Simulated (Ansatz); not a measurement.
Hg5⁺: single points at one geometry.

```yaml
crystal:
  periodic: [false, false, false]
  atoms:
    - {symbol: Hg, position_ang: [1.943563, 0.212714, -0.449525]}
    - {symbol: Hg, position_ang: [-0.014300, -2.244298, -1.109740]}
    - {symbol: Hg, position_ang: [-0.542395, 2.060974, -1.324893]}
    - {symbol: Hg, position_ang: [0.524555, 0.172208, 2.444440]}
    - {symbol: Hg, position_ang: [-1.911412, -0.201608, 0.439718]}
basis:
  gaussian: {orbitals: def2-TZVP, initial_orbitals: start.molden}
total_charge: 1
magnetization: {spin_polarized: true, initial_magnetization: 1}
hamiltonian: {xc: {name: BLYP}}
scf: {omitted_lower_state_checks: [starts]}
output: {orbitals: {seedname: orbitals}}
```

The file start.molden holds the orbitals of an earlier run on this structure, at another level or in another basis.

```sh
$ ansatz run in.yaml --threads 4 --pin off --events-out ev --progress --plain --max-ram 4787MiB
```

It prints (some lines left out):

```
Functional definition: BLYP
1950 factors; their error is unknown
mean field evaluation 1: about -20877.6054 eV, gradient 1.3e1 eV
mean field evaluation 2: about -20877.8662 eV, gradient 3.2e-1 eV
mean field evaluation 4: about -20877.8474 eV, gradient 4.0e-2 eV
mean field evaluation 8: about -20877.8474 eV, gradient 1.2e-5 eV
mean field -20877.84738882 eV, -767.2467400260 hartree, gradient 1.2e-5 eV, S^2 0.750647; 0 other end points of the search recorded, 0 dependent functions left out
reference -20877.84775429 eV, -767.2467534568 hartree; 50, 49 occupied and 165, 166 virtual orbitals, 1950 factors
Total energy: -20877.84775429 eV, -767.2467534568 hartree
Checks for a lower state left out: starts
```

It took 9 s on 4 threads of Arm Neoverse V2 on a shared host.

As the first input, with `hamiltonian: {xc: r2scan}` (abridged; 15 s):

```
Functional definition: r2SCAN
mean field -20889.26564301 eV, -767.6663531279 hartree, gradient 1.9e-5 eV, S^2 0.755794
Total energy: -20889.26566165 eV, -767.6663538130 hartree
Checks for a lower state left out: starts
```

First input, but with `hamiltonian: {xc: {name: B3LYP}}` (abridged; 15 s):

```
Functional definition: B3LYP
mean field -20887.75212120 eV, -767.6107322272 hartree, gradient 2.3e-5 eV, S^2 0.753336
Total energy: -20887.75239314 eV, -767.6107422208 hartree
Checks for a lower state left out: starts
```

Geometry: PBE0/def2-SVP.

In the def2 sets Hg takes a core potential; there is no spin–orbit coupling. B3LYP takes the VWN-RPA correlation. Another isomer (doublet) lies 0.27 eV lower at PBE0/def2-TZVP; other spin states weren't run for this one.
